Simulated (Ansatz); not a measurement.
One change: `CSC#[C][AlH2]` becomes `C#[C][AlH2]`.

Ansatz, PBE0-D4/def2-TZVP geometries, multiplicity 1. 

| property | `CSC#[C][AlH2]` |
| --- | --- |
| HOMO energy (PBE0/def2-TZVPP) / eV | -6.68 |
| HOMO–LUMO gap (PBE/def2-TZVPP) / eV | 3.31 |
| size of the dipole moment (B3LYP/def2-TZVPP) / D | 2.24 |
| HOMO energy (B3LYP/def2-TZVPP) / eV | -6.46 |
| HOMO energy (PBE/def2-TZVPP) / eV | -5.65 |
| HOMO–LUMO gap (PBE0/def2-TZVPP) / eV | 5.06 |

Problem. What does the change do to each property? (Estimate.)

Solution. Computed: 
| property | `C#[C][AlH2]` | shift |
| --- | --- | --- |
| HOMO energy (PBE0/def2-TZVPP) / eV | -8.05 | -1.37 |
| HOMO–LUMO gap (PBE/def2-TZVPP) / eV | 4.20 | 0.89 |
| size of the dipole moment (B3LYP/def2-TZVPP) / D | 0.56 | -1.68 |
| HOMO energy (B3LYP/def2-TZVPP) / eV | -7.83 | -1.37 |
| HOMO energy (PBE/def2-TZVPP) / eV | -6.86 | -1.21 |
| HOMO–LUMO gap (PBE0/def2-TZVPP) / eV | 6.19 | 1.13 |

With PBE0 the HOMO falls by 1.37 eV and the LUMO falls by 0.24 eV, so the gap widens by about 1.13 eV. PBE moves the HOMO by -1.21 eV and ωB97M-V by -1.56 eV. Dipoles are sizes alone; their direction can turn.

B3LYP here is the variant with VWN-RPA as its local correlation; programs differ in this.
